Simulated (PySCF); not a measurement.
Delta-SCF ions had no search for a lower state. Excitations are Tamm–Dancoff values on a coarser integration grid. The basis has no diffuse functions, so Rydberg states are missing or too high.

Cartesian coordinates (Å):
```xyz
11

C      1.6898    -0.2884     0.2179
C      0.3456     0.3510     0.3737
O      0.1671     1.3112     1.0968
Si    -1.2368    -0.2694    -0.5452
O     -2.4038     0.7564    -0.0322
H      1.6284    -1.3435     0.5037
H      2.4379     0.2212     0.8259
H      1.9847    -0.2680    -0.8362
H     -1.0400    -0.1979    -2.0170
H     -1.5306    -1.6783    -0.1725
H     -2.0423     1.4058     0.5851
```
Charge 0, spin multiplicity 1.

Question: Give the total energy, HOMO, S1–T1 gap (TDA), dipole moment, LUMO, vertical ionisation energy (Delta-SCF), T1 excitation (TDA) and S1 oscillator strength at the level PySCF with PBE-D3(BJ)/def2-TZVP // PBE0-D4/def2-TZVP.

Answer: 
- total energy: -519.4927 Ha
- HOMO: -5.77 eV
- S1–T1 gap (TDA): 0.73 eV
- dipole moment: 2.45 D
- LUMO: -2.50 eV
- vertical ionisation energy (Delta-SCF): 9.13 eV
- T1 excitation (TDA): 2.85 eV
- S1 oscillator strength: 0.002
